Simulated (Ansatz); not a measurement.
# Relative stability

Two relaxed structures of AlB₂H₅O, closed shell (PBE0-D4/def2-TZVP; forces vanish, vibrations not checked).

A:

```
9
angstrom
O -0.9147 2.2428 -0.9993
B 0.1893 1.4991 -0.7425
B 0.1223 -1.6230 1.3263
Al 0.3872 -0.6414 -0.5247
H -1.7249 1.7403 -1.1035
H 1.1868 2.1708 -0.6156
H 0.8422 -1.5084 -1.7919
H 0.9956 -1.7304 2.1438
H -0.9298 -2.0936 1.6668
```

B:

```xyz
9
angstrom
O -0.8695 2.0407 -0.9351
B 0.1882 1.2254 -0.6863
B 0.3209 -0.4150 -0.5437
Al 0.1179 -1.4586 1.2814
H -1.6938 1.5753 -1.0935
H 1.2365 1.8029 -0.4843
H 0.6756 -1.0520 -1.5022
H 1.3213 -1.6255 2.3094
H -1.2971 -2.0933 1.6543
```

Ansatz 0.2.0; basis: def2-TZVPP; cores frozen in the correlated methods. B3LYP uses VWN-RPA correlation.

(1) Which structure is lower at CCSD(T), and by how much? (An estimate is asked for; the value comes from the calculation.)

T1 diagnostic: at most 0.015.

## Answers

(1) The calculation gives: B, by 33.5 kJ/mol (electronic energy, against the other). By their contacts, A is AlB₂H₅O ([BH2][AlH][BH][OH]) and B is AlB₂H₅O ([OH][BH][BH][AlH2]).

All methods give the same order:

```csv
method,E(B) − E(A) (kJ/mol)
PBE-D4,-37.5
r2SCAN-D4,-41.2
PBE0-D4,-38.1
B3LYP-D4,-38.7
wB97M-V,-38.9
HF,-34.9
MP2,-36.5
CCSD,-33.8
CCSD(T),-33.5
```

Labels in which every atom is bracketed show which atoms are joined, not bond orders.

For scale, one of the runs: CCSD(T)/def2-TZVPP, 205 basis functions, launched by `ansatz run in.yaml --threads 2 --pin off --events-out ev --progress --plain --max-ram 4352MiB`. Time: 65 s of wall clock on 2 CPU threads of an Arm Neoverse V1; the host was shared. Peak host memory: 2.6 GiB.
